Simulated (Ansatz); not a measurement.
TcO3Br (TcBrO₃). The state is a singlet with charge 0. Geometry r2SCAN-D4/def2-SVP.

```csv
atom,x (Å),y (Å),z (Å)
Tc1,-0.0820,-0.1047,0.0540
O2,0.3168,-0.3484,1.6627
O3,-1.6934,0.3375,-0.0666
O4,0.1818,-1.5143,-0.8120
Br5,1.2768,1.6299,-0.8381
```

In the def2 sets Tc takes a core potential; there is no spin–orbit coupling. The restricted singlet is unstable towards broken spin symmetry in Hartree–Fock (as tested in another run); at PBE-D4/def2-TZVP, r2SCAN-D4/def2-TZVP, B97M-V/def2-TZVP, r2SCANh-D4/def2-TZVP and others this wasn't settled.

Question: Estimate the orbital energies around the gap (eV) in Ansatz with PBE-D4/def2-TZVP, r2SCAN-D4/def2-TZVP, B97M-V/def2-TZVP, r2SCANh-D4/def2-TZVP, PBE0-D4/def2-TZVP.

Answer: 
```
orbital  PBE-D4/def2-TZVP  r2SCAN-D4/def2-TZVP  B97M-V/def2-TZVP  r2SCANh-D4/def2-TZVP  PBE0-D4/def2-TZVP
 HOMO−9            -11.82               -12.30            -12.32                -12.98             -13.66
 HOMO−8            -11.81               -12.27            -12.27                -12.96             -13.66
 HOMO−7            -11.81               -12.27            -12.27                -12.96             -13.65
 HOMO−6            -10.14               -10.55            -10.57                -11.09             -11.63
 HOMO−5             -9.37                -9.75             -9.77                -10.30             -10.87
 HOMO−4             -8.96                -9.36             -9.43                 -9.96             -10.59
 HOMO−3             -8.96                -9.36             -9.43                 -9.96             -10.59
 HOMO−2             -8.48                -8.90             -8.98                 -9.52             -10.17
 HOMO−1             -8.31                -8.68             -8.70                 -9.16              -9.63
   HOMO             -8.31                -8.68             -8.70                 -9.16              -9.63
   LUMO             -4.75                -4.85             -4.80                 -4.61              -4.18
 LUMO+1             -4.75                -4.85             -4.80                 -4.61              -4.18
 LUMO+2             -4.04                -4.10             -4.03                 -3.85              -3.44
 LUMO+3             -2.08                -2.02             -1.99                 -1.74              -1.36
 LUMO+4             -2.08                -2.02             -1.99                 -1.74              -1.36
 LUMO+5             -0.64                -0.04             -0.48                  0.13               0.02
```
